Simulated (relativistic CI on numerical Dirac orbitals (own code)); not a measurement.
One change at a time: Ge³⁰⁺

Base calculation: Dirac-Coulomb-Breit CI, separate exchange-only KLI orbitals for each configuration, model QED, unscaled Slater integrals.

Configuration list: 1s², 1s2s, 1s2p, 1s3s, 1s3p, 1s3d, 1s4s, 1s4p, 1s4d, 1s4f, 1s5s, 1s5p, 1s5d, 1s5f, 1s5g, 1s6s, 1s6p, 1s6d. Levels of other configurations are missing.

Variants: (1) valence Slater integrals scaled by 0.9; (2) configuration mixing switched off. Shifts of the energy above 1s² ¹S0, in eV, for the lowest level and the first level of each name with at least 55 % of one term (blank where a level changes its place among those of its configuration and J or its character, or is not in the variant):

| Level | Base | Δ(1) | Δ(2) |
| --- | --- | --- | --- |
| 1s² ¹S0 | 0.0 | 0.0 | 0.0 |
| 1s2s ³S1 | 10178.8 | +1.0 | 0.0 |
| 1s2p ³P°0 | 10216.6 | +0.7 | 0.0 |
| 1s2p ³P°1 | 10219.4 | +0.2 | 0.0 |
| 1s2s ¹S0 | 10219.6 | -2.9 | +0.2 |
| 1s2p ³P°2 | 10257.4 | +0.7 | 0.0 |
| 1s2p ¹P°1 | 10279.1 | -1.6 | +0.1 |
| 1s3s ³S1 | 12068.7 | +0.3 | 0.0 |
| 1s3p ³P°0 | 12079.1 | +0.2 | 0.0 |
| 1s3s ¹S0 | 12079.6 | -0.8 | -0.1 |
| 1s3p ³P°1 | 12079.9 | +0.1 | 0.0 |
| 1s3p ³P°2 | 12091.2 | +0.2 | 0.0 |
| 1s3d ³D2 | 12096.5 | 0.0 | 0.0 |
| 1s3d ³D1 | 12096.7 | 0.0 | 0.0 |

At this charge energies of transitions that change n are usually good to better than 1 %, and those within a shell (Δn = 0) to a few per cent.

Ionisation energy from the two ground configurations alone: base 13555.7 eV. The NIST ASD value (theoretical) is 13557.4 eV.

LS names give the leading component of a level, which can be under half, so a name can repeat, a term be missing and a line seem to break the LS rules.
